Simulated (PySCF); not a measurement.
## Core-level binding energies of `[SeH]CC1CCCC1`

Species: C6H12Se.
Bonds: Se1–C2, C2–C3, C3–C4, C4–C5, C5–C6, C6–C7, C3–C7. Hydrogens: H8 on Se1; H9, H10 on C2; H11 on C3; H12, H13 on C4; H14, H15 on C5; H16, H17 on C6; H18, H19 on C7.

Computed with PySCF, delta-SCF UKS SCAN, pcX-2 on the ionised atom, pcseg-1 elsewhere, spin-free X2C. Vertical ΔSCF values, vacuum level as zero.

Q: Give the core binding energies atom by atom.

A: 
```tsv
atom(s)	bonded to	level	binding energy (eV)	above the level's lowest (eV)	count
C2	Se, C and 2 H	C 1s	290.92	+0.67	1
C3	3 C and H	C 1s	290.44	+0.19	1
C4/C7	2 C and 2 H	C 1s	290.29	+0.04	2
C5/C6	2 C and 2 H	C 1s	290.25	0.00	2
```

Lowest listed C 1s: C5/C6, bonded to 2 C and 2 H. Highest, 0.67 eV above it: C2, bonded to Se, C and 2 H. Summing the Pauling electronegativity differences to the bonded atoms, each weighted by its formal bond order, gives -0.70 for the lowest site and -0.70 for the highest; the largest sum, -0.35, belongs to C3, 0.48 eV below the top. The values 290.25 and 290.29 eV lie too close for their order to be trusted.

Q: Give the binding energy of C 1s of C2 in hartree and in kJ/mol.

A: 290.92 eV = 10.6911 Eh = 28070 kJ/mol.

Q: Which photon energy gives electrons from C 1s of C2 a kinetic energy of 50 eV, and what is their de Broglie wavelength?

A: hν = 290.92 + 50 = 340.92 eV, recoil neglected; λ = 12.264 Å/√(E/eV) = 1.73 Å.

Topologically equivalent atoms share the value of their first member; where this conformer doesn't relate them by symmetry, their own values could differ. No level of selenium is listed. The structure is a single PBE0-D3(BJ)/def2-SVP conformer in the gas phase; no vibrational or solvent corrections.
